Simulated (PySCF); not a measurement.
C₂H₅NOSi, SMILES O[Si@@H](N)C#C. Atoms are numbered in the order given.

```xyz
10

C      2.3956    -0.7499     0.5464
C      1.2234    -0.4500     0.4093
Si    -0.5504     0.0157     0.2202
N     -1.0309    -0.7002    -1.2695
O     -0.7612     1.6672     0.2230
H      3.4301    -1.0138     0.6715
H     -1.3145    -0.4142     1.4143
H     -0.4429    -1.3874    -1.7281
H     -2.0033    -0.7785    -1.5478
H     -0.3715     2.1367    -0.5252
```

Geometry: B3LYP-D3(BJ)/def2-SVP. The structure was generated by enumeration; whether it is a known compound was not checked. One conformer was computed; it need not be the lowest.

All values below come from B3LYP-D3(BJ)/def2-SVP in PySCF.

Frequencies are harmonic and unscaled.

Computed harmonic wavenumbers and intensities:
```json
[
 {"mode": "1", "ν (cm⁻¹)": "120", "IR (km/mol)": "17.5", "Raman (Å⁴/amu)": "6.4", "depolarisation": "0.74", "moving atoms (share of kinetic energy)": "H 40 %, O 27 %, C 16 %, N 11 %"},
 {"mode": "2", "ν (cm⁻¹)": "143", "IR (km/mol)": "14.9", "Raman (Å⁴/amu)": "5.4", "depolarisation": "0.73", "moving atoms (share of kinetic energy)": "H 41 %, C 26 %, N 24 %"},
 {"mode": "3", "ν (cm⁻¹)": "174", "IR (km/mol)": "2.9", "Raman (Å⁴/amu)": "5.5", "depolarisation": "0.75", "moving atoms (share of kinetic energy)": "H 38 %, C 38 %, Si 10 %, N 9 %"},
 {"mode": "4", "ν (cm⁻¹)": "260", "IR (km/mol)": "52.2", "Raman (Å⁴/amu)": "2.4", "depolarisation": "0.75", "moving atoms (share of kinetic energy)": "H 75 %, C 12 %"},
 {"mode": "5", "ν (cm⁻¹)": "296", "IR (km/mol)": "134.3", "Raman (Å⁴/amu)": "1.5", "depolarisation": "0.58", "moving atoms (share of kinetic energy)": "H 80 %, N 11 %"},
 {"mode": "6", "ν (cm⁻¹)": "346", "IR (km/mol)": "31.4", "Raman (Å⁴/amu)": "3.2", "depolarisation": "0.74", "moving atoms (share of kinetic energy)": "C 44 %, H 32 %, N 11 %, O 9 %"},
 {"mode": "7", "ν (cm⁻¹)": "389", "IR (km/mol)": "45.3", "Raman (Å⁴/amu)": "5.4", "depolarisation": "0.62", "moving atoms (share of kinetic energy)": "C 50 %, H 19 %, O 16 %, Si 14 %"},
 {"mode": "8", "ν (cm⁻¹)": "414", "IR (km/mol)": "111.8", "Raman (Å⁴/amu)": "2.2", "depolarisation": "0.68", "moving atoms (share of kinetic energy)": "H 36 %, C 19 %, Si 16 %, O 15 %, N 14 %"},
 {"mode": "9", "ν (cm⁻¹)": "607", "IR (km/mol)": "49.3", "Raman (Å⁴/amu)": "3.6", "depolarisation": "0.11", "moving atoms (share of kinetic energy)": "C 50 %, Si 32 %, H 11 %"},
 {"mode": "10", "ν (cm⁻¹)": "734", "IR (km/mol)": "20.6", "Raman (Å⁴/amu)": "4.9", "depolarisation": "0.70", "moving atoms (share of kinetic energy)": "H 86 %, N 9 %"},
 {"mode": "11", "ν (cm⁻¹)": "743", "IR (km/mol)": "22.6", "Raman (Å⁴/amu)": "1.3", "depolarisation": "0.73", "moving atoms (share of kinetic energy)": "H 75 %, C 25 %"},
 {"mode": "12", "ν (cm⁻¹)": "744", "IR (km/mol)": "26.8", "Raman (Å⁴/amu)": "1.6", "depolarisation": "0.75", "moving atoms (share of kinetic energy)": "H 75 %, C 25 %"},
 {"mode": "13", "ν (cm⁻¹)": "799", "IR (km/mol)": "83.2", "Raman (Å⁴/amu)": "4.4", "depolarisation": "0.09", "moving atoms (share of kinetic energy)": "H 45 %, O 35 %, N 14 %"},
 {"mode": "14", "ν (cm⁻¹)": "847", "IR (km/mol)": "37.0", "Raman (Å⁴/amu)": "8.9", "depolarisation": "0.24", "moving atoms (share of kinetic energy)": "H 60 %, N 23 %, Si 15 %"},
 {"mode": "15", "ν (cm⁻¹)": "894", "IR (km/mol)": "307.7", "Raman (Å⁴/amu)": "4.9", "depolarisation": "0.45", "moving atoms (share of kinetic energy)": "H 62 %, Si 23 %, N 13 %"},
 {"mode": "16", "ν (cm⁻¹)": "920", "IR (km/mol)": "15.1", "Raman (Å⁴/amu)": "8.7", "depolarisation": "0.73", "moving atoms (share of kinetic energy)": "H 60 %, O 22 %, Si 15 %"},
 {"mode": "17", "ν (cm⁻¹)": "941", "IR (km/mol)": "351.3", "Raman (Å⁴/amu)": "4.6", "depolarisation": "0.61", "moving atoms (share of kinetic energy)": "H 41 %, Si 37 %, O 14 %, N 9 %"},
 {"mode": "18", "ν (cm⁻¹)": "1531", "IR (km/mol)": "64.4", "Raman (Å⁴/amu)": "4.9", "depolarisation": "0.75", "moving atoms (share of kinetic energy)": "H 89 %, N 11 %"},
 {"mode": "19", "ν (cm⁻¹)": "2151", "IR (km/mol)": "42.1", "Raman (Å⁴/amu)": "120.6", "depolarisation": "0.24", "moving atoms (share of kinetic energy)": "C 90 %, H 10 %"},
 {"mode": "20", "ν (cm⁻¹)": "2269", "IR (km/mol)": "141.1", "Raman (Å⁴/amu)": "140.7", "depolarisation": "0.18", "moving atoms (share of kinetic energy)": "H 97 %"},
 {"mode": "21", "ν (cm⁻¹)": "3455", "IR (km/mol)": "43.3", "Raman (Å⁴/amu)": "44.7", "depolarisation": "0.26", "moving atoms (share of kinetic energy)": "H 86 %, C 14 %"},
 {"mode": "22", "ν (cm⁻¹)": "3582", "IR (km/mol)": "34.6", "Raman (Å⁴/amu)": "145.6", "depolarisation": "0.13", "moving atoms (share of kinetic energy)": "H 96 %"},
 {"mode": "23", "ν (cm⁻¹)": "3681", "IR (km/mol)": "32.6", "Raman (Å⁴/amu)": "83.5", "depolarisation": "0.73", "moving atoms (share of kinetic energy)": "H 91 %, N 9 %"},
 {"mode": "24", "ν (cm⁻¹)": "3859", "IR (km/mol)": "75.4", "Raman (Å⁴/amu)": "95.3", "depolarisation": "0.27", "moving atoms (share of kinetic energy)": "H 94 %"}
]
```
